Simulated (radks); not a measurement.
Question: The barium ion Ba4+, configuration [Kr] 4d10 5s2 5p4. All-electron calculation, Dirac Kohn-Sham, PBEsol, spin-unpolarised, spherical densities, finite nucleus; open shells fill j = l - 1/2 first; Fermi nuclear charge, rms radius 4.8378 fm. Program: a radial shooting solver on a logarithmic mesh with Libxc functionals. Some entries of the table are withheld. Estimate them.

orbital  occ.  eigenvalue (eV)  <1/r> (bohr^-1)
1s1/2       2              (1)            60.68
2s1/2       2        -5919.576              (2)
2p1/2       2        -5579.432            14.23
2p3/2       4        -5197.958            12.99
3s1/2       2        -1280.859            5.118
3p1/2       2              (3)              (4)
3p3/2       4              (5)              (6)
3d3/2       4        -813.2518            4.584
3d5/2       6        -797.5261            4.505
4s1/2       2        -282.8084            2.105
4p1/2       2        -230.8315            2.000
4p3/2       4        -215.3829            1.900
4d3/2       4        -130.3718            1.676
4d5/2       6        -127.7356            1.651
5s1/2       2         -70.1329           0.8430
5p1/2       2         -55.6109              (7)
5p3/2       2         -53.1064              (8)

Answer: 
(1) 1s1/2 eigenvalue (eV): -37249.08
(2) 2s1/2 <1/r> (bohr^-1): 14.25
(3) 3p1/2 eigenvalue (eV): -1137.983
(4) 3p1/2 <1/r> (bohr^-1): 5.031
(5) 3p3/2 eigenvalue (eV): -1064.250
(6) 3p3/2 <1/r> (bohr^-1): 4.722
(7) 5p1/2 <1/r> (bohr^-1): 0.7577
(8) 5p3/2 <1/r> (bohr^-1): 0.7267
